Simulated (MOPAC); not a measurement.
A run for MOPAC: AM1 on AlN, 2S+1 = 3, a point of a bond scan (R = 1.793 Å).

```
AM1 1SCF PRECISE CHARGE=0 UHF MS=1 THREADS=1
AlN

Al    -0.00000000 1    -0.00000000 1    -0.62738212 1
N      0.00000000 1     0.00000000 1     1.16513822 1
```

Program output:

```
*******************************************************************************
 **                                                                           **
 **                              MOPAC v23.2.5                                **
 **                                                                           **
 *******************************************************************************
 ** MOPAC's Digital Object Identifier: https://doi.org/10.5281/zenodo.6511958 **
 **                                                                           **
 ** Please cite the open-source release paper for use of this MOPAC version:  **
 ** J. E. Moussa and J. J. P. Stewart (2026)                                  **
 ** MOPAC: An open-source semiempirical molecular orbital program             **
 ** J. Open Source Softw., 11(119), 8025, https://doi.org/10.21105/joss.08025 **
 *******************************************************************************

                              AM1 CALCULATION RESULTS

 *******************************************************************************
 *  AM1        - The AM1 Hamiltonian to be used
 *  UHF        - UNRESTRICTED HARTREE-FOCK CALCULATION
 *
 *
 *
 *                 CHARGE ON SYSTEM = 0
 *
 *
 *
 *  MS=        - IN MECI, MAGNETIC COMPONENT OF SPIN =  1.0
 *  PRECISE    - TIGHTER CRITERIA TO BE USED
 *  1SCF       - DO 1 SCF AND THEN STOP
 *  THREADS=1  - MULTI-THREADING NOT USED
 *  T=         - A TIME OF 172800.0 SECONDS REQUESTED
 *  DUMP=N     - RESTART FILE WRITTEN EVERY 7200.0 SECONDS REQUESTED
 *******************************************************************************
AM1 1SCF PRECISE CHARGE=0 UHF MS=1 THREADS=1
 AlN

   ATOM   CHEMICAL          X               Y               Z
  NUMBER   SYMBOL      (ANGSTROMS)     (ANGSTROMS)     (ANGSTROMS)

     1      Al         -0.00000000  *  -0.00000000  *  -0.62738212  *
     2       N          0.00000000  *   0.00000000  *   1.16513822  *



          CARTESIAN COORDINATES

    NO.       ATOM           X           Y           Z

     1        Al         -0.0000     -0.0000     -0.6274
     2         N          0.0000      0.0000      1.1651

  N: (AM1): M.J.S. DEWAR ET AL, J. AM. CHEM. SOC. 107 3902-3909 (1985)
 Al: (AM1): M. J. S. Dewar, A. J. Holder, Organometallics, 9, 508-511 (1990).

           Empirical Formula: N Al  =     2 atoms



      MOLECULAR POINT GROUP   :   C*v


          UHF CALCULATION, NO. OF ALPHA ELECTRONS =    5
                           NO. OF BETA  ELECTRONS =    3

 -------------------------------------------------------------------------------
 AM1 1SCF PRECISE CHARGE=0 UHF MS=1 THREADS=1
 AlN



     1SCF WAS SPECIFIED, SO BFGS WAS NOT USED
     SCF FIELD WAS ACHIEVED


                              AM1 CALCULATION
                                                       MOPAC v23.2.5 Linux




          FINAL HEAT OF FORMATION =        130.33083 KCAL/MOL =     545.30418 KJ/MOL


          COSMO AREA              =         83.43 SQUARE ANGSTROMS
          COSMO VOLUME            =         69.11 CUBIC ANGSTROMS

          IONIZATION POTENTIAL    =          8.819361 EV
          ALPHA SOMO LUMO (EV)    =         -9.165 -0.333
          BETA  SOMO LUMO (EV)    =         -8.819 -1.440
          NO. OF ALPHA ELECTRONS  =          5
          NO. OF BETA  ELECTRONS  =          3
          MOLECULAR WEIGHT        =         40.9882         POINT GROUP:  C*v

          MOLECULAR DIMENSIONS (Angstroms)

            Atom       Atom       Distance
            N     2   Al     1     1.79252
            N     2   Al     1     0.00000
           Al     1    N     2     0.00000


          SCF CALCULATIONS        =          1





   ATOM   CHEMICAL          X               Y               Z
  NUMBER   SYMBOL      (ANGSTROMS)     (ANGSTROMS)     (ANGSTROMS)

     1      Al         -0.00000000  *  -0.00000000  *  -0.62738212  *
     2       N          0.00000000  *   0.00000000  *   1.16513822  *

                             CARTESIAN COORDINATES

   1   Al       -0.000000000    -0.000000000    -0.627382120
   2    N        0.000000000     0.000000000     1.165138220


           Empirical Formula: N Al  =     2 atoms



      MOLECULAR POINT GROUP   :   C*v


          ALPHA EIGENVALUES
 -28.84608 -13.45435 -11.93884 -10.83163  -9.16457  -0.33303  -0.05618   2.40817


           BETA EIGENVALUES
 -23.81871  -9.94745  -8.81936  -1.43977  -1.36393   0.37933   2.40385   3.90518


              NET ATOMIC CHARGES AND DIPOLE CONTRIBUTIONS

  ATOM NO.   TYPE          CHARGE      No. of ELECS.   s-Pop       p-Pop
    1         Al           0.339370        2.6606     1.80142     0.85921
    2          N          -0.339370        5.3394     1.85417     3.48520
 DIPOLE           X         Y         Z       TOTAL
 POINT-CHG.     0.000     0.000    -2.922     2.922
 HYBRID         0.000    -0.000     1.770     1.770
 SUM            0.000    -0.000    -1.152     1.152


          ATOMIC ORBITAL ELECTRON POPULATIONS

     Atom    s        px        py        pz
    1 Al   1.80142   0.35784   0.07262   0.42875
    2  N   1.85417   1.64216   0.92738   0.91567


                    (SZ)    =    1.000000
                    (S**2)  =    2.059586


          ATOMIC ORBITAL SPIN POPULATIONS

    Atom   Total    s     px     py     pz
         Atomic
    1 Al  0.1729  0.010 -0.154  0.073  0.244
    2  N  1.8271  0.043  0.154  0.927  0.702

 **********************
 *                    *
 * JOB ENDED NORMALLY *
 *                    *
 **********************




 == MOPAC DONE ==
```

The run finished.

Cost: around 0.04 core-seconds (rough).
